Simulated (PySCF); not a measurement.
Work out the structure from these simulated measurements.

Elements present: C, H and O. Monoisotopic mass: 126.1045 u.

| Property | Result |
| --- | --- |
| 1H NMR | chemical shifts (computed TMS as zero) by class: 6.22 (1 H), 6.05 (1 H), 5.73 (1 H), 5.48 (1 H), 5.46 (1 H), 3.47 (3 H), 3.23 (1 H), 2.45 (1 H), 1.86 (1 H), 1.84 (3 H) ppm [GIAO PBE0/pcSseg-1] |
| NMR, other nuclei | isotropic shieldings of nuclei other than C and H, by class: 290 (1 O) ppm [GIAO PBE0/pcSseg-1] |
| Rotational structure | rotational constants A, B, C: 2.568, 0.776, 0.657 GHz [GFN2-xTB] |
| 13C NMR | chemical shifts (computed TMS as zero) by class: 151.2 (1 C), 137.9 (1 C), 133.3 (1 C), 123.6 (1 C), 92.1 (1 C), 58.9 (1 C), 46.2 (1 C), 22.3 (1 C) ppm [GIAO PBE0/pcSseg-1] |
| Dipole | 1.17 D [PBE0/pcSseg-1] |

Electronic properties: PySCF, gas phase, density fitting. Levels stand in brackets. Geometry: GFN2-xTB, one conformer, isolated molecule. NMR classes are plain means over equivalent atoms (diastereotopic ones count apart unless rotation or inversion swaps them), as if these changed places fast.

Question: Which formula fits the mass and the elements?

Answer: C8H14O (calculated 126.1045). No other formula that holds each of these elements comes within 0.0003 u with a fitting electron parity and a possible valence count.

Question: What is the compound? Reason from the data.

Answer: Numbering: `[CH2:1]=[CH:2][C@@H:3]([CH2:4]/[CH:5]=[CH:6]/[CH3:7])[O:8][CH3:9]`. Its formula, C8H14O, gives 2 degrees of unsaturation: 0 rings and 2 π bonds in the structure found. 8 carbons fall into 8 classes; from least to most shielded: alkene CH carbon [C2] (151.2 ppm), alkene CH carbon [C5] (137.9 ppm), alkene CH carbon [C6] (133.3 ppm), terminal =CH2 carbon [C1] (123.6 ppm), sp3 carbon bound to oxygen [C3] (92.1 ppm), methoxy carbon [C9] (58.9 ppm), allylic carbon [C4] (46.2 ppm), allylic carbon [C7] (22.3 ppm). Hydrogen classes from least to most shielded: 1 H on an alkene CH carbon, C5 (6.22 ppm), 1 H on an alkene CH carbon, C2 (6.05 ppm), 1 H on an alkene CH carbon, C6 (5.73 ppm), 1 H on a terminal =CH2 carbon, C1 (5.48 ppm), 1 H on a terminal =CH2 carbon, C1 (5.46 ppm), 3 H on a methoxy carbon, C9 (3.47 ppm, a mean of values up to 0.8 ppm apart in this geometry), 1 H on an sp3 carbon bound to oxygen, C3 (3.23 ppm), 1 H on an allylic carbon, C4 (2.45 ppm), 1 H on an allylic carbon, C4 (1.86 ppm), 3 H on an allylic carbon, C7 (1.84 ppm). The other shieldings belong to: 290 ppm, ether oxygen [O8]. The optimised geometry has point group C1 and is an asymmetric top. Structure: `C=C[C@@H](C/C=C/C)OC`. Computed isomers that give other values at the same levels: `CC(=O)C1CCCCC1` (13C chemical shifts (computed TMS as zero) by class: 215.6 (1 C), 52.0 (1 C), 31.1 (2 C), 30.6 (1 C), 30.3 (1 C), 26.5 (2 C) ppm); `CO/C=C/C1CCCC1` (13C chemical shifts (computed TMS as zero) by class: 153.0 (1 C), 108.1 (1 C), 55.4 (1 C), 43.8 (1 C), 35.8 (2 C), 26.5 (2 C) ppm); `O[C@H]1CC12CCCCC2` (13C chemical shifts (computed TMS as zero) by class: 60.3 (1 C), 38.1 (1 C), 32.5 (1 C), 31.3 (1 C), 29.4 (1 C), 28.6 (1 C), 27.8 (1 C), 22.2 (1 C) ppm). The assignments are read from this structure; whether some other isomer fits the data as well wasn't checked. The mirror image fits equally.

The values belong to the conformer `[CH2:1]=[CH:2][C@@H:3]([CH2:4]/[CH:5]=[CH:6]/[CH3:7])[O:8][CH3:9]`: C1–C2–C3–C4 114°, C2–C3–C4–C5 -172°, C3–C4–C5–C6 117°, C2–C3–O8–C9 71°.
